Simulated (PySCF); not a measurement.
Input of a run (PBE0-D3(BJ)/def2-SVP geometry optimisation, gas phase (PySCF 2.14.0)), started from GFN2-xTB:
```
{"job": {"xc": "PBE0", "basis": "def2-SVP", "d3": "d3bj", "grid": 1, "kind": "geom"}, "charge": 0, "multiplicity": 1}
C      3.299983     0.374369    -0.223994
C      2.739143     1.477956     0.315452
S      1.044471     1.241017     0.627574
C      1.108663    -0.383881    -0.026803
C     -0.180512    -1.062652    -0.261600
C     -1.136388    -1.052590     0.953935
C     -2.516486    -0.497069     0.561401
C     -2.395540     0.939876    -0.002219
Al    -0.819485     0.639975    -1.194654
C      2.371386    -0.675983    -0.444290
H      4.344246     0.301735    -0.473355
H      3.198420     2.400292     0.607974
H      0.004724    -2.081032    -0.608455
H     -1.250749    -2.058500     1.364187
H     -0.723486    -0.419067     1.743798
H     -3.181640    -0.528621     1.428169
H     -2.938869    -1.150507    -0.209386
H     -3.345355     1.231566    -0.461715
H     -2.238643     1.636799     0.831737
H     -0.035103     1.304176    -2.336671
H      2.642299    -1.620917    -0.882150
```

Output (energies in Eh, forces in Eh/bohr):
```
step   0  E = -951.04036636  max force = 0.014705
step   1  E = -951.04890558  max force = 0.004412
step   2  E = -951.04925837  max force = 0.004308
step   3  E = -951.04931801  max force = 0.004718
step   4  E = -951.04956003  max force = 0.001445
step   5  E = -951.04963736  max force = 0.000573
step   6  E = -951.04970511  max force = 0.000789
step   7  E = -951.04972662  max force = 0.000746
step   8  E = -951.04973863  max force = 0.000558
step   9  E = -951.04974733  max force = 0.000452
step  10  E = -951.04975332  max force = 0.000530
step  11  E = -951.04975675  max force = 0.000472
step  12  E = -951.04975806  max force = 0.000406
optimisation converged
```

Summarise the run.

The energy falls by 0.256 eV over 13 energy and gradient evaluations, the largest force component goes from 0.0147 to 4.1e-04 Eh/bohr, and the atoms move by 0.135 Å rms after alignment. The bond that changes most is Al9–H20 (ends: aluminium bonded to 2 C and H; Al–H hydrogen), which lengthens by 0.050 Å. Bonds longer at the end by more than 0.005 Å: 15 of 22; shorter: 4. Among the angles that change most is Al9–C5–H13, from 133.2° to 120.5°. Among the dihedrals that turn most is H18–C8–Al9–H20, from 50° to 31°. The energy never rose by more than 1e-6 Eh on the way. The first step brought 91 % of the lowering.

What are the final bond lengths?

C1–C2 1.366 Å, C2–S3 1.728 Å, S3–C4 1.767 Å, C4–C5 1.476 Å, C5–C6 1.545 Å, C6–C7 1.536 Å, C7–C8 1.539 Å, C8–Al9 1.973 Å, C4–C10 1.376 Å, C1–C10 1.425 Å, C5–Al9 2.005 Å, C1–H11 1.092 Å, C2–H12 1.088 Å, C5–H13 1.098 Å, C6–H14 1.103 Å, C6–H15 1.105 Å, C7–H16 1.104 Å, C7–H17 1.106 Å, C8–H18 1.102 Å, C8–H19 1.105 Å, Al9–H20 1.586 Å, C10–H21 1.091 Å. Numbering counts from 1 in the input's order; the species is `c1csc([C@H]2CC[CH2][AlH]2)c1`.

The run used 203 basis functions and 87 SCF cycles in all. Time: 6.3 min. Hardware: Arm Neoverse V1, one thread, no GPU (shared host).

No PBE0-D3(BJ)/def2-SVP frequencies stand behind this structure, so it isn't proved a minimum. One conformer, not necessarily the lowest.
